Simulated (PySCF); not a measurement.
**Exercise with solution: entropy of an ideal gas**

SeHF, SMILES [SeH]F.

Coordinates come from a B3LYP-D3(BJ)/def2-TZVP optimisation.

B3LYP-D3(BJ)/def2-TZVP in PySCF 2.14.0 gives the harmonic wavenumbers 653, 858, 2372 cm⁻¹ and the rotational temperatures 11.2426, 0.5025, 0.4810 K. The molar mass is 98.98 g/mol, the symmetry number 1, the spin multiplicity 1.

Q: Work out the entropy at 298.15 K and 1 atm in the rigid-rotor, harmonic-oscillator model.

A: 
Translation (Sackur–Tetrode at 1 atm): S = R[1.5 ln M + 2.5 ln T − 1.16487] = 166.1 J/(mol K).
Rotation: q = (√π/σ) T^1.5/√(θA θB θC) = 5540, S = R[ln q + 3/2] = 84.1 J/(mol K).
Vibration: with u = 1.4388 ν/T, each mode gives R[u/(e^u − 1) − ln(1 − e^−u)]:
| ν (cm⁻¹) | modes | u | S (J/(mol K)) |
|---|---|---|---|
| 653 | 1 | 3.15 | 1.54 |
| 858 | 1 | 4.14 | 0.69 |
The stiffer modes add less than 0.005 each. Sum 2.2 J/(mol K).
Spin: R ln 1 = 0.0 J/(mol K).
Total 252.4 J/(mol K); the program's own thermochemistry gives 252.4. Translation makes up 66 % and vibration 1 %. Anharmonicity, hindered rotation and orbital degeneracy are left out.
